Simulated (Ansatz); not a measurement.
Species: C3H11NSi, charge 0, multiplicity 1. 
Coordinates optimised at B3LYP-D3(BJ)/def2-TZVP (Ansatz, a program for electronic structure):
```xyz
16

C      1.7282    -0.0346    -0.6992
Si    -0.0007    -0.0125     0.0236
C     -1.1385    -0.9955    -1.1077
C     -0.6634     1.7344     0.1691
N      0.1121    -0.6493     1.6318
H      2.4102     0.5760    -0.1044
H      2.1303    -1.0507    -0.7322
H      1.7306     0.3497    -1.7219
H     -1.1792    -0.5589    -2.1093
H     -0.7970    -2.0287    -1.2095
H     -2.1583    -1.0218    -0.7153
H     -1.6498     1.7454     0.6402
H     -0.7675     2.1975    -0.8149
H      0.0015     2.3577     0.7701
H     -0.6661    -0.5633     2.2673
H      0.6116    -1.5084     1.8035
```
Charge 0, spin multiplicity 1.

Atomisation energy built up term by term with Ansatz (kcal/mol; UHF references for open shells; valence terms freeze the core; atomic spin-orbit terms are left out). Basis-set limits of correlation are two-point, X^-3; Hartree-Fock from the larger set.

```csv
term,basis,kcal/mol
Hartree-Fock,cc-pV(Q+d)Z,1076.83
CCSD correlation,"CBS(cc-pV(T+d)Z,cc-pV(Q+d)Z)",?
(T),"CBS(cc-pV(T+d)Z,cc-pV(Q+d)Z)",?
core correlation,cc-pwCVTZ,4.44
scalar relativity (X2C),cc-pVTZ-DK against cc-pVTZ,-1.58
sum: De,,?
```

Q: Complete the blanks.

A: 
- CCSD correlation, kcal/mol: 339.66
- (T), kcal/mol: 17.62
- sum: De, kcal/mol: 1437.0
